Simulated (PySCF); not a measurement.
**2-fluorobenzoic acid (SMILES O=C(O)c1ccccc1F)**

Geometry (Å), atoms numbered from 1 in this order:
```xyz
15

O     2.595   -1.368   -0.239
C     2.080   -0.298   -0.026
O     2.794    0.805    0.208
C     0.606   -0.094   -0.004
C    -0.189   -1.220   -0.264
C    -1.574   -1.145   -0.274
C    -2.196    0.079   -0.019
C    -1.432    1.211    0.244
C    -0.044    1.121    0.252
F     0.641    2.224    0.511
H     3.723    0.533    0.161
H     0.334   -2.159   -0.460
H    -2.171   -2.036   -0.479
H    -3.285    0.154   -0.024
H    -1.890    2.180    0.448
```

Computed with PySCF 2.14.0, quadratic response CAM-B3LYP/aug-cc-pVDZ first hyperpolarisability, Taylor convention, gas phase. Geometry: PBE0-D3(BJ)/def2-SVP.

(1) Give the tensor of the static β(0;0,0) in the axes of these coordinates.

## Answers

(1) In au, Taylor convention; rows are the first index (the induced dipole):
```
       xx     yy     zz     xy     xz     yz
x  -209.0  +92.8  +51.0  +57.8   +7.9  +10.1
y   +57.8  +59.6  +16.9  +92.8  +10.1   +7.9
z    +7.9   +7.9  +13.9  +10.1  +51.0  +16.9
```
Norm of βᵢ = ⅓ Σⱼ (βᵢⱼⱼ + βⱼᵢⱼ + βⱼⱼᵢ): 152.2 au, hyper-Rayleigh value 103.0 au.
